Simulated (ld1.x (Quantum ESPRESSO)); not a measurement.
**What the settings do to the TM potential of argon**

Base potential:

* Element: Ar (Z = 18)
* Generator: ld1.x (Quantum ESPRESSO) 7.5
* Type: norm-conserving Troullier–Martins (Kleinman–Bylander form)
* Functional: PW91
* Relativity: scalar-relativistic
* Frozen core: [Ne]
* Valence charge: 8
* Reference configuration: 3s2 3p6
* Partial waves: 3p (bound): rc 1.00 bohr; 3s (bound): rc 1.30 bohr
* Local potential: the s channel
* Core correction: Bessel-smoothed model core inside 0.45 bohr

Cutoffs, loose and tight: the cutoffs (Ry, on a coarse ladder) from which the occupation-weighted sum of valence levels, in a spherical-Bessel basis at the reference potential, stays within 10 and 1 mRy of its value at 400 Ry. They do not see the model core or the augmentation charge, which bear on the density cutoff. Test errors are all-electron minus pseudo excitation energies from the reference, over the configurations 3s2 3p5; 3s2 3p4; 3s2 3p3; 3s2 3p2; 3s1 3p6; 3s2 3p5.5. A dash means not determined; rows that change the core or the reference have their own tests.

```tsv
change	outcome	cutoff, loose	cutoff, tight	bound ghosts	largest test error (meV)
base	generated	110 Ry	200 Ry	none	+199
all radii but the core radius scaled by about 0.77 (s 1.00, p 0.78 bohr)	generated	over 300 Ry	over 300 Ry	none	+177
all radii but the core radius scaled by about 1.10 (s 1.42, p 1.10 bohr)	generated	80 Ry	160 Ry	none	+254
all radii but the core radius scaled by about 1.36 (s 1.76, p 1.36 bohr)	generated	40 Ry	55 Ry	none	+506
```

Task: What comes out with this change to the base: all radii but the core radius scaled by about 0.86 (s 1.12, p 0.86 bohr)?

Result: outcome: generated; cutoff, loose: 180 Ry; cutoff, tight: over 300 Ry; bound ghosts: none; largest test error (meV): +175.

Task: What comes out with this change to the base: all radii but the core radius scaled by about 1.24 (s 1.62, p 1.24 bohr)?

Result: outcome: generated; cutoff, loose: 45 Ry; cutoff, tight: 70 Ry; bound ghosts: none; largest test error (meV): +390.

Task: What comes out with this change to the base: all radii but the core radius scaled by about 1.15 (s 1.50, p 1.14 bohr)?

Result: outcome: generated; cutoff, loose: 55 Ry; cutoff, tight: 100 Ry; bound ghosts: none; largest test error (meV): +300.

Reading the sweep of the scale of all radii but the core radius (base = 1) (base included, trends over the rows without a ghost): The loose cutoff falls from 180 Ry at 0.86 to 40 Ry at 1.36. A larger radius leaves more room for a smooth pseudo-wave, so fewer plane waves are needed; a smaller one forces it to follow the all-electron wave where it bends sharply. The median size of the test errors (rows with all tests solved) is not monotonic: lowest 16.6 meV at 1, highest 46.1 meV at 1.36.
